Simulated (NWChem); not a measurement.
System: CHBr2F; SMILES FC(Br)Br

The following NWChem deck was run.

```
start job
memory heap 200 mb stack 900 mb global 1100 mb
geometry units angstroms
  F     -0.076491     1.792986    -0.587179
  C     -0.040682     0.792301     0.290052
  Br     1.615647    -0.205263     0.059830
  Br    -1.590436    -0.355183     0.019682
  H     -0.072145     1.192413     1.308071
end
basis spherical
  * library def2-svp
end
dft
  xc xpbe96 cpbe96
  disp vdw 4
  iterations 150
end
driver
  maxiter 120
end
task dft optimize
task dft freq
```

Parts of the log:

```
             Northwest Computational Chemistry Package (NWChem) 7.3.0
             --------------------------------------------------------

 CS  symmetry detected

                             Geometry "geometry" -> ""
                             -------------------------

 Output coordinates in angstroms (scale by  1.889725989 to convert to a.u.)

  No.       Tag          Charge          X              Y              Z
 ---- ---------------- ---------- -------------- -------------- --------------
    1 F                    9.0000     1.85334873    -0.18908526     0.00000000
    2 C                    6.0000     0.68310768     0.44551925     0.00000000
    3 Br                  35.0000    -0.30897678    -0.03569152    -1.60491870
    4 Br                  35.0000    -0.30897678    -0.03569152     1.60491870
    5 H                    1.0000     0.84958982     1.52705793     0.00000000

 Effective nuclear repulsion energy (a.u.)     481.1486569616

      Symmetry information
      --------------------

 Group name             Cs
 Group number              2
 Group order               2
 No. of unique centers     4

                                Z-matrix (autoz)
                                --------

 Units are Angstrom for bonds and degrees for angles

      Type          Name      I     J     K     L     M      Value
      ----------- --------  ----- ----- ----- ----- ----- ----------
    1 Stretch                  1     2                       1.33124
    2 Stretch                  2     3                       1.94719
    3 Stretch                  2     4                       1.94719
    4 Stretch                  2     5                       1.09428
    5 Bend                     1     2     3               109.27306
    6 Bend                     1     2     4               109.27306
    7 Bend                     1     2     5               109.71942
    8 Bend                     3     2     4               111.01935
    9 Bend                     3     2     5               108.76986
   10 Bend                     4     2     5               108.76986

  pbe96 is a nonlocal functional; adding pw91lda local functional.

                           NWChem Geometry Optimization
                           ----------------------------

 maximum gradient threshold         (gmax) =   0.000450
 rms gradient threshold             (grms) =   0.000300
 maximum cartesian step threshold   (xmax) =   0.001800
 rms cartesian step threshold       (xrms) =   0.001200
 fixed trust radius                (trust) =   0.300000
 source of zmatrix                         =   autoz

          -------------------
          Energy Minimization
          -------------------

 Using diagonal initial Hessian
 Scaling for Hessian diagonals: bonds = 1.00  angles = 0.25  torsions = 0.10

          --------
          Step   0

                                 NWChem DFT Module
                                 -----------------

 Summary of "ao basis" -> "ao basis" (spherical)
 ------------------------------------------------------------------------------
       Tag                 Description            Shells   Functions and Types
 ---------------- ------------------------------  ------  ---------------------
 F                          def2-svp                 6       14   3s2p1d
 C                          def2-svp                 6       14   3s2p1d
 Br                         def2-svp                12       32   5s4p3d
 H                          def2-svp                 3        5   2s1p

      Symmetry analysis of basis
      --------------------------

        a'         56
        a"         41

            General Information
            -------------------
          SCF calculation type: DFT
          Wavefunction type:  closed shell.
          No. of atoms     :     5
          No. of electrons :    86
           Alpha electrons :    43
            Beta electrons :    43
          Charge           :     0
          Spin multiplicity:     1
          Use of symmetry is: on ; symmetry adaption is: on
          Maximum number of iterations: 150
          AO basis - number of functions:    97
                     number of shells:    39
          Convergence on energy requested:  1.00D-06
          Convergence on density requested:  1.00D-05
          Convergence on gradient requested:  5.00D-04

              XC Information
              --------------
          PerdewBurkeErnzerhof Exchange Functional  1.000
            Perdew 1991 LDA Correlation Functional  1.000 local
           PerdewBurkeErnz. Correlation Functional  1.000 non-local

[...]

      ----------------------
      Optimization converged
      ----------------------

  Step       Energy      Delta E   Gmax     Grms     Xrms     Xmax
  ---- ---------------- -------- -------- -------- -------- --------
@    4   -5285.20634505 -7.0D-07  0.00011  0.00005  0.00061  0.00130
                                     ok       ok       ok       ok

                                Z-matrix (autoz)
                                --------

 Units are Angstrom for bonds and degrees for angles

      Type          Name      I     J     K     L     M      Value     Gradient
      ----------- --------  ----- ----- ----- ----- ----- ---------- ----------
    1 Stretch                  1     2                       1.34188   -0.00002
    2 Stretch                  2     3                       1.95655   -0.00006
    3 Stretch                  2     4                       1.95655   -0.00006
    4 Stretch                  2     5                       1.10590   -0.00011
    5 Bend                     1     2     3               109.98856   -0.00000
    6 Bend                     1     2     4               109.98856   -0.00000
    7 Bend                     1     2     5               110.88616    0.00000
    8 Bend                     3     2     4               111.87596    0.00002
    9 Bend                     3     2     5               107.01715   -0.00001
   10 Bend                     4     2     5               107.01715   -0.00001

                         Geometry "geometry" -> "geometry"
                         ---------------------------------

 Output coordinates in angstroms (scale by  1.889725989 to convert to a.u.)

  No.       Tag          Charge          X              Y              Z
 ---- ---------------- ---------- -------------- -------------- --------------
    1 F                    9.0000     1.87338346    -0.19983885     0.00000000
    2 C                    6.0000     0.68847833     0.42995255     0.00000000
    3 Br                  35.0000    -0.30951727    -0.02268225    -1.62086792
    4 Br                  35.0000    -0.30951727    -0.02268225     1.62086792
    5 H                    1.0000     0.82526542     1.52735970     0.00000000

 Effective nuclear repulsion energy (a.u.)     477.1819024507

      Symmetry information
      --------------------

 Group name             Cs
 Group number              2
 Group order               2
 No. of unique centers     4

                Final and change from initial internal coordinates
                --------------------------------------------------

                                Z-matrix (autoz)
                                --------

 Units are Angstrom for bonds and degrees for angles

[...]

 Rotational Constants
 --------------------
 A=   0.180006 cm-1  (  0.258983 K)
 B=   0.039637 cm-1  (  0.057027 K)
 C=   0.033173 cm-1  (  0.047728 K)

 Temperature                      =   298.15K
 frequency scaling parameter      =   1.0000

 Zero-Point correction to Energy  =   12.329 kcal/mol  (  0.019647 au)
 Thermal correction to Energy     =   15.220 kcal/mol  (  0.024254 au)
 Thermal correction to Enthalpy   =   15.812 kcal/mol  (  0.025198 au)

 Total Entropy                    =   76.106 cal/mol-K
   - Translational                =   41.641 cal/mol-K (mol. weight = 191.8392)
   - Rotational                   =   28.300 cal/mol-K (symmetry #  =        1)
   - Vibrational                  =    6.165 cal/mol-K

 Cv (constant volume heat capacity) =   13.763 cal/mol-K
   - Translational                  =    2.979 cal/mol-K
   - Rotational                     =    2.979 cal/mol-K
   - Vibrational                    =    7.804 cal/mol-K

[normal modes left out]

 ----------------------------------------------------------------------------
 Normal Eigenvalue ||           Projected Infra Red Intensities
  Mode   [cm**-1]  || [atomic units] [(debye/angs)**2] [(KM/mol)] [arbitrary]
 ------ ---------- || -------------- ----------------- ---------- -----------
    1       -0.000 ||    0.000000           0.000         0.000       0.000
    2       -0.000 ||    0.000103           0.002         0.100       0.029
    3        0.000 ||    0.000490           0.011         0.478       0.137
    4        0.000 ||    0.000103           0.002         0.100       0.029
    5        0.000 ||    0.000000           0.000         0.000       0.000
    6        0.000 ||    0.000000           0.000         0.000       0.000
    7      162.119 ||    0.000002           0.000         0.002       0.001
    8      283.929 ||    0.001076           0.025         1.049       0.300
    9      347.434 ||    0.000791           0.018         0.771       0.221
   10      603.079 ||    0.025697           0.593        25.050       7.170
   11      654.978 ||    0.218472           5.040       212.978      60.956
   12     1115.888 ||    0.193896           4.473       189.019      54.099
   13     1124.419 ||    0.078045           1.801        76.082      21.775
   14     1266.249 ||    0.017100           0.395        16.670       4.771
   15     3070.001 ||    0.001843           0.043         1.796       0.514
 ----------------------------------------------------------------------------
```

Level: PBE-D3(BJ)/def2-SVP. This build's default masses of Se (78.918 u) and Br (79.917 u) are each other's, which moves their modes by up to 0.6 %.
